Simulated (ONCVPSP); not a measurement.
## u(r) = r·R(r): atom against pseudo-atom (Cs (Z = 55))

Columns: radius, all-electron u(r) and pseudo u(r) of the 5s shell (level -31.94 eV) of caesium in the configuration [Kr] 4d10 5s2 5p6; PBE, scalar-relativistic, ONCV scheme, ONCVPSP 4.0.1.

```tsv
r (bohr)	all-electron	pseudo
0.148	0.1106	0.0895
0.295	0.1670	0.1808
0.443	-0.3433	0.2762
0.590	-0.4540	0.3741
0.738	-0.2077	0.4732
0.885	0.1486	0.5680
1.033	0.4691	0.6542
1.180	0.6962	0.7248
1.328	0.8304	0.7758
1.475	0.8865	0.8028
1.623	0.8858	0.8051
1.770	0.8468	0.7839
1.918	0.7838	0.7424
2.065	0.7091	0.6858
2.213	0.6297	0.6190
2.360	0.5518	0.5481
2.508	0.4777	0.4769
2.655	0.4102	0.4101
2.802	0.3496	0.3496
2.950	0.2958	0.2958
3.098	0.2491	0.2491
3.245	0.2091	0.2091
3.393	0.1747	0.1747
3.540	0.1457	0.1457
3.688	0.1210	0.1210
3.835	0.1004	0.1004
```

Problem. How many radial nodes do the two functions have?

Solution. The all-electron 5s function has n − l − 1 = 4 (the table is too coarse to show those close to the nucleus); the pseudo-wave has 0, since the states of the same l below it are removed with the core.

Problem. At about which radius was the pseudo-wave matched?

Solution. 2.80 bohr, where the columns begin to agree (steps of 0.15 bohr).

Problem. Is the pseudo-wave norm-conserving?

Solution. Yes: the ONCV scheme keeps the norm inside the radius equal to the all-electron one, which fixes the energy derivative of the logarithmic derivative at the level.
